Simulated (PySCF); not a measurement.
CoOF + HCl → CoOCl + HF

Level: PBE0 in the def2-TZVP basis family, all electrons, no relativity, computed in PySCF with density fitting; open shells unrestricted.

```csv
species,state and structure,E (Eh),ZPE (kJ/mol),H(298 K) − H(0) (kJ/mol),S° (J/(mol K))
CoOF,"quintet, C∞v, Co–F 1.755 Å, Co–O 1.616 Å; F–Co–O 180.0°",-1557.50325,10.9,12.7,273.3
HCl,"singlet, C∞v, H–Cl 1.279 Å",-460.66440,17.9,8.7,186.6
CoOCl,"quintet, C∞v, Co–Cl 2.123 Å, Co–O 1.620 Å; Cl–Co–O 180.0°",-1917.79325,8.9,13.5,286.9
HF,"singlet, C∞v, H–F 0.920 Å",-100.39188,24.9,8.7,173.6
```

(1) What is the electronic reaction energy?

(2) Add zero-point, thermal and entropy terms for 298.15 K and 1 bar.

Results:

(1) At PBE0/def2-TZVP, ΔE = -45.9 kJ/mol from the differences of the total energies times 2625.5, downhill. 

(2) ΔZPE = 5.0 and Δ[H(298) − H(0)] = 0.8 kJ/mol give ΔH° = -40.1 kJ/mol. ΔS° = 0.6 J/(mol K), so ΔG° = -40.1 − 298.15 × (0.0006) = -40 kJ/mol and log₁₀K = 7.1.

Open d or f shells are single determinants, so the state found may not be the ground state. Each species is the lowest minimum found with this bonding; other isomers or fragments can lie lower.
